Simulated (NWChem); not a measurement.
System: SnCl2F2; SMILES [Cl][Sn]([F])([F])[Cl]

The following NWChem deck was run.

```
start job
memory heap 200 mb stack 900 mb global 1100 mb
geometry units angstroms noautoz
  F      0.000000    -1.544620    -1.410620
  Sn     0.000000     0.000000    -0.242886
  F      0.000000     1.544620    -1.410620
  Cl     1.943472     0.000000     1.038992
  Cl    -1.943472     0.000000     1.038992
end
basis spherical
  F library def2-svp
  Sn library def2-svp
  Cl library def2-svp
end
ecp
  Sn library def2-ecp
end
dft
  xc b3lyp
  iterations 150
  mulliken
end
task dft energy
```

Output (shortened):

```
             Northwest Computational Chemistry Package (NWChem) 7.3.0
             --------------------------------------------------------

 C2V symmetry detected

                             Geometry "geometry" -> ""
                             -------------------------

 Output coordinates in angstroms (scale by  1.889725989 to convert to a.u.)

  No.       Tag          Charge          X              Y              Z
 ---- ---------------- ---------- -------------- -------------- --------------
    1 F                    9.0000     0.00000000    -1.54462000    -1.38895596
    2 Sn                  50.0000     0.00000000     0.00000000    -0.22122196
    3 F                    9.0000     0.00000000     1.54462000    -1.38895596
    4 Cl                  17.0000     1.94347200     0.00000000     1.06065604
    5 Cl                  17.0000    -1.94347200     0.00000000     1.06065604

 Effective nuclear repulsion energy (a.u.)     778.4375119651

      Symmetry information
      --------------------

 Group name             C2v
 Group number             16
 Group order               4
 No. of unique centers     3

                                 NWChem DFT Module
                                 -----------------

 Summary of "ao basis" -> "ao basis" (spherical)
 ------------------------------------------------------------------------------
       Tag                 Description            Shells   Functions and Types
 ---------------- ------------------------------  ------  ---------------------
 F                          def2-svp                 6       14   3s2p1d
 Sn                         def2-svp                10       26   4s4p2d
 Cl                         def2-svp                 8       18   4s3p1d

      Symmetry analysis of basis
      --------------------------

        a1         35
        a2         11
        b1         23
        b2         21

            General Information
            -------------------
          SCF calculation type: DFT
          Wavefunction type:  closed shell.
          No. of atoms     :     5
          No. of electrons :    74
           Alpha electrons :    37
            Beta electrons :    37
          Charge           :     0
          Spin multiplicity:     1
          Use of symmetry is: on ; symmetry adaption is: on
          Maximum number of iterations: 150
          AO basis - number of functions:    90
                     number of shells:    38
          Convergence on energy requested:  1.00D-06
          Convergence on density requested:  1.00D-05
          Convergence on gradient requested:  5.00D-04

              XC Information
              --------------
                         B3LYP Method XC Potential
                     Hartree-Fock (Exact) Exchange  0.200
                        Slater Exchange Functional  0.800 local
                    Becke 1988 Exchange Functional  0.720 non-local
              Lee-Yang-Parr Correlation Functional  0.810
                  VWN I RPA Correlation Functional  0.190 local

             Grid Information
             ----------------
          Grid used for XC integration:  medium
          Radial quadrature: Mura-Knowles
          Angular quadrature: Lebedev.
          Tag              B.-S. Rad. Rad. Pts. Rad. Cut. Ang. Pts.
          ---              ---------- --------- --------- ---------
          F                   0.50       49           9.0       434
          Sn                  1.45      123           8.0       590
          Cl                  1.00       88          10.0       590
          Grid pruning is: on
          Number of quadrature shells:   260
          Spatial weights used:  Erf1

      Superposition of Atomic Density Guess
      -------------------------------------

 Sum of atomic energies:       -1366.32780414

      Non-variational initial energy
      ------------------------------

 Total energy =   -1330.722949
 1-e energy   =   -2771.382343
 2-e energy   =    1016.342715
 HOMO         =      -0.437577
 LUMO         =      -0.115194

      Symmetry analysis of molecular orbitals - initial
      -------------------------------------------------

  Numbering of irreducible representations:

     1 a1          2 a2          3 b1          4 b2

  Orbital symmetries:

     1 a1          2 b1          3 a1          4 b2          5 a1
     6 b1          7 a1          8 b1          9 b2         10 a1
    11 b1         12 a2         13 a1         14 b1         15 a1
    16 b2         17 a1         18 b2         19 b1         20 a1
    21 a1         22 a2         23 b2         24 a1         25 b1
    26 a1         27 b2         28 b1         29 a1         30 a2
    31 b2         32 a1         33 b1         34 b2         35 a1
    36 a2         37 b1         38 a1         39 b2         40 a1
    41 b1         42 a1         43 b1         44 a1         45 b2
    46 a2         47 a1

     ---------------------------------------------
      Total Density - Mulliken Population Analysis
     ---------------------------------------------

    Atom       Charge   Shell Charges
 -----------   ------   -------------------------------------------------------
    1 F    9     9.70   1.99  1.15  0.81  3.52  2.22  0.00
    2 Sn  22    19.80   1.60  0.41  0.66  0.13  3.27  2.72  0.59  0.25  9.78  0.39
    3 F    9     9.70   1.99  1.15  0.81  3.52  2.22  0.00
    4 Cl  17    17.40   2.00  1.99  1.23  0.73  5.94  2.11  3.39  0.01
    5 Cl  17    17.40   2.00  1.99  1.23  0.73  5.94  2.11  3.39  0.01

   convergence    iter        energy       DeltaE   RMS-Dens  Diis-err
 ---------------- ----- ----------------- --------- --------- ---------
 d= 0,ls=0.0,diis     1  -1333.9953159385 -1.76D+03  2.94D-02  1.25D+00
 d= 0,ls=0.0,diis     2  -1333.6552764966  3.40D-01  1.64D-02  5.18D+00
 d= 0,ls=0.0,diis     3  -1334.1499258845 -4.95D-01  3.78D-03  5.47D-02
 d= 0,ls=0.0,diis     4  -1334.1535342367 -3.61D-03  1.62D-03  2.69D-02
 d= 0,ls=0.0,diis     5  -1334.1571438242 -3.61D-03  1.53D-04  1.92D-04
  Resetting Diis
 d= 0,ls=0.0,diis     6  -1334.1571632159 -1.94D-05  3.01D-05  8.55D-06
 d= 0,ls=0.0,diis     7  -1334.1571643688 -1.15D-06  5.23D-06  1.67D-07
 d= 0,ls=0.0,diis     8  -1334.1571643800 -1.13D-08  2.24D-06  8.16D-08

         Total DFT energy =    -1334.157164380026
      One electron energy =    -2771.190149029077
           Coulomb energy =     1108.413324005011
    Exchange-Corr. energy =      -95.697017232637
 Nuclear repulsion energy =      424.316677876677

 Numeric. integr. density =       73.999988974100

                  Occupations of the irreducible representations
                  ----------------------------------------------

                     irrep           alpha         beta
                     --------     --------     --------
                     a1               15.0         15.0
                     a2                4.0          4.0
                     b1               10.0         10.0
                     b2                8.0          8.0

                       DFT Final Molecular Orbital Analysis
                       ------------------------------------

 Vector   35  Occ=2.000000D+00  E=-3.633060D-01  Symmetry=b2
              MO Center= -2.2D-13, -1.4D-12,  8.6D-01, r^2= 5.0D+00
   Bfn.  Coefficient  Atom+Function         Bfn.  Coefficient  Atom+Function
  ----- ------------  ---------------      ----- ------------  ---------------
    66      0.425110  4 Cl py                84      0.425110  5 Cl py
    63      0.325450  4 Cl py                81      0.325450  5 Cl py
    60      0.188229  4 Cl py                78      0.188229  5 Cl py
     6     -0.123738  1 F  pz                46      0.123738  3 F  pz
    29      0.093082  2 Sn py                 9      0.090360  1 F  pz

 Vector   36  Occ=2.000000D+00  E=-3.572846D-01  Symmetry=a2
              MO Center=  2.3D-13,  3.4D-16,  1.0D+00, r^2= 4.8D+00
   Bfn.  Coefficient  Atom+Function         Bfn.  Coefficient  Atom+Function
  ----- ------------  ---------------      ----- ------------  ---------------
    66      0.455360  4 Cl py                84     -0.455360  5 Cl py
    63      0.339710  4 Cl py                81     -0.339710  5 Cl py
    60      0.197043  4 Cl py                78     -0.197043  5 Cl py
     4     -0.059214  1 F  px                44      0.059214  3 F  px
    31     -0.057782  2 Sn d -2              36      0.048518  2 Sn d -2

 Vector   37  Occ=2.000000D+00  E=-3.543205D-01  Symmetry=b1
              MO Center=  7.9D-14,  6.0D-16,  1.0D+00, r^2= 4.9D+00
   Bfn.  Coefficient  Atom+Function         Bfn.  Coefficient  Atom+Function
  ----- ------------  ---------------      ----- ------------  ---------------
    67     -0.336422  4 Cl pz                85      0.336422  5 Cl pz
    65      0.311038  4 Cl px                83      0.311038  5 Cl px
    64     -0.252136  4 Cl pz                82      0.252136  5 Cl pz
    62      0.233518  4 Cl px                80      0.233518  5 Cl px
    61     -0.145903  4 Cl pz                79      0.145903  5 Cl pz

 Vector   38  Occ=0.000000D+00  E=-1.458155D-01  Symmetry=a1
              MO Center=  3.9D-15,  5.2D-15,  9.5D-02, r^2= 4.1D+00
   Bfn.  Coefficient  Atom+Function         Bfn.  Coefficient  Atom+Function
  ----- ------------  ---------------      ----- ------------  ---------------
    17      0.811738  2 Sn s                 18      0.477771  2 Sn s
    65      0.344193  4 Cl px                83     -0.344193  5 Cl px
    16     -0.305750  2 Sn s                 15     -0.242146  2 Sn s
    67      0.217127  4 Cl pz                85      0.217127  5 Cl pz
    62      0.200920  4 Cl px                80     -0.200920  5 Cl px

[...]
```

Level: B3LYP/def2-SVP with def2 effective core potentials on Sn. Coordinates come from a PBE-D3(BJ)/def2-SVP optimisation. def2 effective core potentials on Sn; no spin-orbit coupling.
